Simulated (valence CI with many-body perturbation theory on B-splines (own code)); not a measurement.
Values are calculated unless marked as measured or tabulated.
## Energy levels of Ti¹⁷⁺

Level of theory: valence CI with perturbative core correlation (CI+MBPT): three valence electrons over a frozen Dirac-Fock core [He], a basis of 11 s, 11 p, 10 d, 8 f, 5 g, 2 h functions for each j, with the one-electron correlation potential Σ1 (screened to all orders), the two-electron term Σ2, the three-electron term Σ3, Breit, model QED; selected single and double excitations, second order for the rest, scaled by the run's own slope (own B-spline code, finite nucleus).

No measured spectrum was set against this ion. As an estimate, levels of excited configurations hold to 0.05 to 0.15 % of their energy, terms of the ground configuration to about 0.5 %.

Levels 181 to 200 of 200, with energies above the lowest level, 2s²2p ²P°_1/2. "Leading %" is the weight of the configuration and term that name the level; weights of strongly mixed levels are sums over their largest components and can fall short. In the jj column 3d3/2^4 stands for four electrons in 3d with j = 3/2.

```tsv
No.	Configuration	Term	J	E (× 10³ cm⁻¹)	Leading %	Second component	g	Leading jj
181	2s2p4f	⁴D	3/2	7966.4	72	19 % 2s2p4f ⁴F	1.009	2s 2p3/2 4f5/2 (99 %)
182	2s2p4f	²G	9/2	7967.2	86	10 % 2s2p4f ⁴G	1.123	2s 2p3/2 4f5/2 (76 %)
183	2s2p4f	²D	5/2	7967.9	36	35 % 2s2p4f ⁴D	1.162	2s 2p3/2 4f7/2 (99 %)
184	2s2p4f	⁴D	1/2	7968.6	100		0.000	2s 2p3/2 4f5/2 (100 %)
185	2s2p4f	²D	3/2	7972.3	81	16 % 2s2p4f ⁴D	0.853	2s 2p3/2 4f7/2 (99 %)
186	2s2p4s	²P°	1/2	8065.2	98		0.669	2s 2p3/2 4s (74 %)
187	2s2p4s	²P°	3/2	8066.1	98		1.335	2s 2p3/2 4s (75 %)
188	2s2p4p	²D	3/2	8123.1	89	9 % 2s2p4p ²P	0.852	2s 2p3/2 4p1/2 (75 %)
189	2s2p4p	²P	1/2	8125.1	88	9 % 2s2p4p ²S	0.797	2s 2p3/2 4p1/2 (68 %)
190	2s2p4p	²D	5/2	8127.2	98		1.201	2s 2p3/2 4p3/2 (73 %)
191	2s2p4p	²P	3/2	8131.3	88	9 % 2s2p4p ²D	1.282	2s 2p3/2 4p3/2 (75 %)
192	2s2p4p	²S	1/2	8136.0	87	9 % 2s2p4p ²P	1.876	2s 2p3/2 4p3/2 (68 %)
193	2s2p4d	²F°	7/2	8176.0	98		1.144	2s 2p3/2 4d5/2 (74 %)
194	2s2p4d	²F°	5/2	8176.1	97		0.862	2s 2p3/2 4d3/2 (74 %)
195	2s2p4d	²D°	3/2	8177.6	99		0.801	2s 2p3/2 4d3/2 (68 %)
196	2s2p4d	²D°	5/2	8180.0	97		1.195	2s 2p3/2 4d5/2 (74 %)
197	2s2p4d	²P°	1/2	8187.0	98		0.664	2s 2p3/2 4d3/2 (74 %)
198	2s2p4d	²P°	3/2	8188.9	98		1.333	2s 2p3/2 4d5/2 (67 %)
199	2s2p4f	²F	5/2	8200.9	99		0.857	2s 2p3/2 4f5/2 (72 %)
200	2s2p4f	²F	7/2	8201.8	99		1.143	2s 2p3/2 4f7/2 (73 %)
```

Names give the largest LS component (configuration and term), which can be under half, so a name can repeat, a term be missing and a line seem to break the LS rules; names also repeat where a configuration has a term twice.
